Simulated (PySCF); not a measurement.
## Löwdin shares of the frontier orbitals

Species: 5-methoxy-3,4-dihydro-2H-pyrrole, C₅H₉NO.
Geometry (GFN2-xTB, Å), atoms numbered from 1 in this order:
```xyz
16
C5H9NO angstrom
C      2.6868   -0.1772   -0.0710
O      1.5369   -0.8857    0.3566
C      0.3749   -0.2871    0.1094
N      0.2398    0.8367   -0.4572
C     -1.1620    1.1602   -0.5650
C     -1.9534    0.0647    0.1997
C     -0.8964   -0.9978    0.5190
H      3.5436   -0.7806    0.2203
H      2.6657   -0.0371   -1.1536
H      2.7272    0.8045    0.4050
H     -1.4244    1.1924   -1.6265
H     -1.3254    2.1584   -0.1527
H     -2.7654   -0.3318   -0.4059
H     -2.3779    0.4755    1.1148
H     -0.8636   -1.2804    1.5702
H     -1.0140   -1.9057   -0.0745
```

Level of theory: PySCF, TDDFT CAM-B3LYP/def2-SVPD, vertical, gas phase, core orbitals frozen in the response.

Kohn–Sham orbitals with the atoms that hold most of them (Löwdin shares over 4%, at most four atoms; ? is withheld):

| orbital | ε (eV) | atoms |
| --- | --- | --- |
| HOMO-3 | -11.19 | O2 35%, C7 11%, C6 10%, C1 10% |
| HOMO-2 | -10.67 | O2 24%, C1 11%, C6 11%, C7 10% |
| HOMO-1 | -8.92 | ? |
| HOMO | ? | ? |
| LUMO | 1.34 | C1 12%, C7 12%, C3 12%, C6 11% |
| LUMO+1 | 1.84 | C1 22%, C6 12%, O2 11%, H8 10% |
| LUMO+2 | 2.08 | N4 29%, C3 29%, C7 10%, O2 10% |

Give the leading atoms of the HOMO.

N4 (bonded to 2 C) 34%; O2 (bonded to 2 C) 22%; C3 (bonded to C, N and O) 15%; C5 (bonded to C, N and 2 H) 10%. By element: nitrogen 34%, carbon 25% or more, oxygen 22%.

Which atoms hold the HOMO-1, and with what shares?

N4 (bonded to 2 C) 61%; C5 (bonded to C, N and 2 H) 9%; C3 (bonded to C, N and O) 9%; C6 (bonded to 2 C and 2 H) 7%. By element: nitrogen 61%, carbon 25% or more.

What is the HOMO energy, and the HOMO–LUMO gap?

ε(HOMO) = -8.55 eV; the gap is 9.89 eV (0.3634 hartree).

The HOMO–LUMO gap is 9.89 eV. Where does the response calculation put the lowest singlet, and from which orbitals?

S1 is at 6.51 eV (f = 0.0008), 3.38 eV below the gap, made of HOMO-1→LUMO+2 (92%). Its leading pair isn't HOMO and LUMO; the energies of that pair differ by 11.01 eV. Without the coupling terms of the response equations the lowest excitation would equal the gap.

Give energy, strength and leading configuration of S2, S3 and S5, and follow the Löwdin shares of the leading atoms from the occupied to the empty orbital.

- S2 (6.94 eV, f 0.0005), HOMO→LUMO (91%): N4 34% → at most 11%, O2 22% → at most 11%, C1 at most 10% → 12%, C7 at most 10% → 12%
- S3 (7.30 eV, f 0.038), HOMO-1→LUMO (76%): N4 61% → at most 11%, C5 9% → at most 11%, C1 at most 7% → 12%, C7 at most 7% → 12%
- S5 (7.75 eV, f 0.0079), HOMO→LUMO+1 (75%): N4 34% → at most 11%, O2 22% → 11%, C1 at most 10% → 22%, C6 at most 10% → 12%

Hardware: one thread of an x86-64 server, shared host. Cost: 27 s.

One conformer stands for the species.
